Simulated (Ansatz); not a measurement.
Cost and result up the ladder for Ge(NH2)2H2 (GeN2H6) (9 atoms). The state is a singlet with charge 0. Geometry: PBE0-D4/def2-TZVP.

```
atom    x (Å)    y (Å)    z (Å)
 Ge1  -0.5486  -0.1580   0.3823
  N2   0.5436  -1.4884  -0.2753
  H3   1.4947  -1.4756   0.0652
  H4   0.5590  -1.5755  -1.2817
  N5  -0.1524   1.6010   0.0027
  H6  -0.1887   1.8516  -0.9754
  H7   0.7141   1.9422   0.3944
  H8  -0.4874  -0.2789   1.9105
  H9  -1.9342  -0.4185  -0.2227
```

Ansatz on 4 threads of Arm Neoverse V1 on a shared host. Times are rough, and most runs start from the orbitals of an earlier one. CAM-B3LYP-D4/def2-TZVP serves as the yardstick here, not as an exact answer. Differences are given only for rows in sets of like size (and for xTB, whose basis is part of the method), since another set adds its own error. Binding counts from free atoms at the same level (Ge triplet, N quartet, H doublet; other spins of the atoms weren't run), without zero-point energy or a counterpoise term.

The 6-31G sets use Cartesian d functions. Correlated methods freeze 11 core orbitals; core or outer-core shells of Ge are correlated, in sets that lack core-valence functions.

Correlated methods converge slowly with the basis.

```
                              level  functions  wall time
                           HF/6-31G         59      0.3 s
                       HF/def2-TZVP        146      0.7 s
LDA (SPW92)/def2-TZVP (with forces)        146     0.85 s
                   PBE0-D4/def2-SVP         90     0.95 s
                      MP2/def2-TZVP        146        1 s
                   PBE-D4/def2-TZVP        146      1.1 s
                revPBE-D4/def2-TZVP        146      1.1 s
                  BLYP-D4/def2-TZVP        146      1.1 s
                  PBE0-D4/def2-TZVP        146      1.4 s
                  PBE-D4/def2-TZVPD        182      1.4 s
             CAM-B3LYP-D4/def2-TZVP        146      1.6 s
                 PBE0-D4/def2-TZVPD        182        2 s
                r2SCAN-D4/def2-TZVP        146      2.2 s
               r2SCAN-D4/def2-TZVPD        182        3 s
```

**Question.** Estimate what each level gives for the binding energy per atom (eV).

**Answer.** 
```csv
level,binding energy per atom (eV),difference from CAM-B3LYP-D4/def2-TZVP (eV)
HF/6-31G,1.91,–
HF/def2-TZVP,2.13,-1.09
LDA (SPW92)/def2-TZVP (with forces),3.66,0.44
PBE0-D4/def2-SVP,3.15,–
MP2/def2-TZVP,3.06,-0.16
PBE-D4/def2-TZVP,3.23,0.01
revPBE-D4/def2-TZVP,3.15,-0.07
BLYP-D4/def2-TZVP,3.20,-0.02
PBE0-D4/def2-TZVP,3.16,-0.06
PBE-D4/def2-TZVPD,3.24,0.02
CAM-B3LYP-D4/def2-TZVP,3.22,0.00
PBE0-D4/def2-TZVPD,3.17,-0.05
r2SCAN-D4/def2-TZVP,3.17,-0.05
r2SCAN-D4/def2-TZVPD,3.17,-0.04
```
